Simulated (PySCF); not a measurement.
# How methods differ on the ionisation energy of Br²⁺

Br²⁺ [Ar] 3d10 4s2 4p3 (4S) → Br³⁺ [Ar] 3d10 4s2 4p2 (3P), as a difference of total energies. All numbers are calculated (PySCF 2.14, a scalar-relativistic core potential, in aug-cc-pwCVDZ-PP with ECP10MDF). Correlated levels: valence and next inner shell: nothing frozen outside the core potential. The calculations carry no spin-orbit coupling.

```tsv
method	ionisation energy (eV)	difference from reference (eV)
UHF	34.621	-0.250
MP2 (valence and next inner shell)	35.164	+0.293
SCS-MP2 (valence and next inner shell)	34.984	+0.113
CCSD (valence and next inner shell)	35.045	+0.174
CCSD(T) (valence and next inner shell)	35.052	+0.181
```

Reference: 34.871 ± 0.019 eV (measured; NIST Atomic Spectra Database, ionization energies).

The reference lies between the lowest fine-structure levels, while these numbers refer to the centres of the terms.

Errors of the correlated levels include the incompleteness of this basis.
